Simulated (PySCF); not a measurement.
Input file for PySCF: D3(BJ) and D4 dispersion corrections on BH5P2 (SMILES PBP), a point of a torsion scan.

```python
from pyscf import gto
from pyscf.dispersion import dftd3, dftd4

mol = gto.M(
    atom='''
    P     1.96342543    0.02531943   -0.04264192
    B     0.26353984   -0.86683596    0.13912255
    P     0.16590834   -2.67480318   -0.20695088
    H     1.41386438    1.24914036   -0.39662974
    H     2.01507140    0.40242161    1.29294315
    H    -0.65373946   -0.30583888    0.60277719
    H     0.94052520   -2.82061729   -1.33726423
    H    -1.06436741   -2.82357357   -0.80901757
    ''',
    basis='def2-svp',
    charge=0, spin=0, verbose=0, max_memory=1800)
d3, d4 = {}, {}
for xc in ['hf', 'pbe', 'blyp', 'revpbe', 'tpss', 'r2scan', 'b3lyp', 'pbe0', 'bhlyp', 'camb3lyp', 'b2plyp']:
    d3[xc] = float(dftd3.DFTD3Dispersion(mol, xc=xc, version='d3bj', atm=False).get_dispersion()['energy'])
    print(f'D3(BJ) {xc:10s} {d3[xc]:14.8f} Eh')
for xc in ['hf', 'pbe', 'blyp', 'revpbe', 'tpss', 'r2scan', 'b3lyp', 'pbe0', 'bhlyp', 'camb3lyp', 'b2plyp']:
    d4[xc] = float(dftd4.DFTD4Dispersion(mol, xc={'camb3lyp': 'cam-b3lyp'}.get(xc, xc), atm=True).get_dispersion()['energy'])
    print(f'D4     {xc:10s} {d4[xc]:14.8f} Eh')
```

It printed:

```
D3(BJ) hf            -0.05297888 Eh
D3(BJ) pbe           -0.00646052 Eh
D3(BJ) blyp          -0.01444923 Eh
D3(BJ) revpbe        -0.01601031 Eh
D3(BJ) tpss          -0.00834231 Eh
D3(BJ) r2scan        -0.00177647 Eh
D3(BJ) b3lyp         -0.01191025 Eh
D3(BJ) pbe0          -0.00575908 Eh
D3(BJ) bhlyp         -0.00976447 Eh
D3(BJ) camb3lyp      -0.00549926 Eh
D3(BJ) b2plyp        -0.00579605 Eh
D4     hf            -0.02175211 Eh
D4     pbe           -0.00615454 Eh
D4     blyp          -0.01362663 Eh
D4     revpbe        -0.01825323 Eh
D4     tpss          -0.00831717 Eh
D4     r2scan        -0.00142226 Eh
D4     b3lyp         -0.01006142 Eh
D4     pbe0          -0.00518895 Eh
D4     bhlyp         -0.00801555 Eh
D4     camb3lyp      -0.00530331 Eh
D4     b2plyp        -0.00427484 Eh
```

The run finished.

Cost: very roughly 0.020 core-seconds.
